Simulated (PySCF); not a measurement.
## C5H4F3: g tensor and hyperfine couplings

Compound: C₅H₄F₃ (doublet state).
Geometry (GFN2-xTB, Å), atoms numbered from 1 in this order:
```
atom  x, y, z in Å
C1    -2.8288    0.3981    0.6997
C2    -1.8432   -0.1915    0.0927
C3    -0.4336    0.1959    0.1847
F4    -0.1568    1.2484    0.9738
C5     0.5847   -0.3905   -0.4569
F6     0.3229   -1.4299   -1.2758
C7     2.0316   -0.0214   -0.3462
F8     2.6440   -0.7440    0.6527
H9    -3.0150    1.2115    1.3596
H10   -2.0039   -1.0521   -0.5474
H11    2.5559   -0.2604   -1.2771
H12    2.1435    1.0352   -0.0858
```

The hyperfine couplings belong to this conformer and change with its torsions.

Identity: `FC/C(=C(/C=[C]\[H])F)F` [radical].

Computed, not measured: UKS B3LYP, pcH-1 on C F H, non-relativistic, mean-field spin-orbit, GIAO (PySCF 2.14.0). Isolated species at its GFN2-xTB geometry (one conformer only). Couplings are sensitive to structure, and on GFN2-xTB geometries they can be far from those on DFT ones. The SCF solution wasn't tested for stability.

```json
{"g1, g2, g3": "2.00196, 2.00211, 2.00301", "g_iso": "2.00236", "Form of g": "close to axial: the two nearest values differ by 15 % of g3 − g1", "⟨S²⟩": "0.7647 (exact 0.7500)", "α and β electrons": "31, 30", "HOMO–LUMO gap, α and β orbitals": "5.38, 4.20 eV"}
```

Hyperfine couplings atom by atom, in MHz; T1 to T3 are the principal values of the dipolar part; ρ(0) is the spin density at the nucleus:

| atom | isotope | a_iso | T1 | T2 | T3 | Mulliken spin population | ρ(0) (bohr⁻³) |
| --- | --- | --- | --- | --- | --- | --- | --- |
| C1 | 13C | 333.4 | -86.2 | -58.4 | 144.5 | 1.09 | 0.2965 |
| C2 | 13C | -3.4 | -19.5 | 3.5 | 16.0 | -0.18 | -0.0031 |
| C3 | 13C | 92.8 | -9.9 | -0.5 | 10.4 | 0.09 | 0.0825 |
| F4 | 19F | 5.8 | -11.8 | -1.3 | 13.1 | 0.00 | 0.0014 |
| C5 | 13C | -4.0 | -11.7 | 4.1 | 7.6 | -0.05 | -0.0035 |
| F6 | 19F | -8.4 | -30.2 | 11.8 | 18.5 | 0.00 | -0.0020 |
| C7 | 13C | 4.2 | -0.5 | -0.4 | 0.9 | 0.00 | 0.0037 |
| F8 | 19F | -17.7 | -11.0 | 4.7 | 6.3 | 0.00 | -0.0042 |
| H9 | 1H | 31.8 | -33.5 | -8.4 | 42.0 | 0.00 | 0.0071 |
| H10 | 1H | 123.3 | -6.7 | -5.4 | 12.1 | 0.05 | 0.0276 |
| H11 | 1H | 0.4 | -0.4 | -0.2 | 0.5 | 0.00 | 0.0001 |
| H12 | 1H | -0.8 | -0.7 | -0.6 | 1.2 | 0.00 | -0.0002 |

Largest spin populations (Mulliken): C1 (+1.09), C2 (-0.18) and C3 (+0.09). No atom but C1 exceeds +0.15. The positive populations add up to 1.24 and the negative ones to -0.24, together 2S = 1.

Axes: g1 points within 11° of the C1–C2 bond.

Under fast tumbling the dipolar parts average out, and these isotropic splittings remain: 1 × 1H (H10, I = 1/2, 2 lines) with 4.40 mT, 1 × 1H (H9, I = 1/2, 2 lines) with 1.14 mT, 1 × 19F (F8, I = 1/2, 2 lines) with 0.63 mT, 1 × 19F (F6, I = 1/2, 2 lines) with 0.30 mT and 1 × 19F (F4, I = 1/2, 2 lines) with 0.21 mT.

The 13C coupling of C1 (333.4 MHz) shows only in satellite lines or after enrichment, since that isotope makes up about 1.07 % of natural carbon.

β density exceeds α density at some nuclei, such as F8 (-0.0042), C5 (-0.0035) and C2 (-0.0031), spin density in bohr⁻³. In a single determinant that takes different orbitals for the two spins, that is spin polarisation.
